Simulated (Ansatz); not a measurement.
`[SH][SnH2][SH]` + HCl → `[SH][SnH2][Cl]` + H₂S at 600 K and 1 bar (ligand exchange at the Sn–S bond).

Isolated molecules relaxed with PBE0-D4/def2-TZVP in Ansatz; ΔE leaves out vibrations. CCSD(T)/CBS is the MP2 limit (def2-TZVPP, def2-QZVPP) plus CCSD(T) − MP2 in def2-TZVPP, frozen cores. This one scheme is used for every species. Elements past krypton have def2 core potentials. For Sn outer-core shells are correlated without core-valence functions, which leaves a few kJ/mol of doubt a bond. Each species was taken in one conformer, which may not be the lowest.

```
         species  CCSD(T)/CBS energy (Eh)  H − E (kJ/mol)  S (J/(mol·K))
`[SH][SnH2][SH]`              -1012.02124           137.2          441.2
             HCl               -460.38127            35.4          207.2
`[SH][SnH2][Cl]`              -1073.44145           110.1          401.0
             H₂S               -398.97279            60.8          230.9
```

H − E and S are ideal-gas, rigid-rotor, harmonic terms from PBE0-D4/def2-TZVP, for one conformer and one mirror image of each species. 1 Eh = 2625.50 kJ/mol, R = 8.31446 J/(mol·K).

**Question.** By hand: ΔE, ΔH, ΔS and ΔG.

**Answer.** ΔE = (-1073.44145) + (-398.97279) − (-1012.02124) − (-460.38127) = -0.01173 Eh = -30.8 kJ/mol. Δ(H − E) = 110.1 + 60.8 − 137.2 − 35.4 = -1.7, so ΔH = -32.5 kJ/mol. ΔS = 401.0 + 230.9 − 441.2 − 207.2 = -16.5 J/(mol·K). ΔG = -32.5 − 600 × (-16.5)/1000 = -22.6 kJ/mol.

**Question.** By hand: the equilibrium constant, and the temperature at which ΔG would vanish if ΔH and ΔS stayed fixed.

**Answer.** log₁₀ K = −ΔG/(RT ln 10) = 2.0. ΔG = 0 at ΔH/ΔS = 1970 K, though so small a ΔS makes that figure unsure.

ΔH outweighs TΔS. A doubt of 5 kJ/mol in ΔE shifts log₁₀ K by 0.4 here. Other conformers and mirror images would add mixing entropy, several J/(mol·K) or more a flexible species. Modes under 60 cm⁻¹, often nearly free rotors, make the harmonic entropy too high. These are equilibria of isolated gas molecules and say nothing of rates. Largest T1 diagnostic: 0.012 (customary marks: 0.02 for closed shells, 0.045 for open ones).
